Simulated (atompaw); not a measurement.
## Which change was made? (Pb, PAW (atompaw))

atompaw 4.2.0.5 input, output lines left out:

```
Pb 82
GGA-PBESOL scalarrelativistic loggrid 2001 logderivrange -4 5 226
6 6 5 4 0 0
6 1 2
0 0 0
c
c
c
c
c
v
c
c
c
c
v
c
c
v
c
2
2.10 1.65 1.60 1.30
y
1.7
n
y
4.3
n
y
1.35
n
bloechl sinc
3 1 troulliermartins
```

Cutoffs, loose and tight: the cutoffs (Ry, on a coarse ladder) from which the occupation-weighted sum of valence levels, in a spherical-Bessel basis at the reference potential, stays within 10 and 1 mRy of its value at 400 Ry. They see the waves, projectors and local potential, not the compensation charge or the core.

The base gives: outcome: generated; cutoff, loose: 70 Ry; cutoff, tight: 110 Ry; bound ghosts: s, p.

Q: After one change the result is: outcome: generated; cutoff, loose: 50 Ry; cutoff, tight: 70 Ry; bound ghosts: s, p. Which change was it?
A. local potential troulliermartins scheme with l = 3 at 1 Ry, radius 1.98 bohr
B. local potential troulliermartins scheme with l = 3 at 1 Ry, radius 1.12 bohr
C. local potential troulliermartins scheme with l = 3 at 1 Ry, radius 0.94 bohr

A: A. The others give: local potential troulliermartins scheme with l = 3 at 1 Ry, radius 0.94 bohr → outcome: failed: atompaw: terminating projector 1071 | local potential troulliermartins scheme with l = 3 at 1 Ry, radius 1.12 bohr → outcome: failed: atompaw: The overlap operator has at least one negative eigenvalue!.
